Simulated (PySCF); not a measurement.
# Strontium: a sound run and one with changed settings

Sound run: Sr [Kr] 5s2, Sr⁺ [Kr] 5s1. Computed with PySCF 2.14 in def2-TZVP with the def2 core potential (28 electrons) (6s4p3d, 33 functions), with scalar relativity through the core potential. The sound run starts from symmetry-adapted Hartree-Fock orbitals and uses a fine grid where one is needed.

Changed run: radial step 0.8 in ln r (0.13 in the sound run). This setting is unsound on purpose.

```csv
species,method,sound run (hartree),changed run (hartree),converged
Sr,UHF,-30.34712,-30.34712,yes
Sr,PBE,-30.68408,-30.52396,yes
Sr,LDA,-30.57959,-30.40339,yes
Sr⁺,UHF,-30.17277,-30.17277,yes
Sr⁺,PBE,-30.47442,-30.30054,yes
Sr⁺,LDA,-30.36392,-30.18037,yes
```

Ionisation energy of Sr:

| method | sound run (eV) | changed run (eV) |
| --- | --- | --- |
| UHF | 4.744 | 4.744 |
| PBE | 5.705 | 6.080 |
| LDA | 5.869 | 6.069 |

A coarse radial grid mis-integrates the density and the exchange-correlation energy, with errors of either sign; Hartree-Fock needs no grid.

For comparison, NIST gives 5.695 eV between the lowest levels.
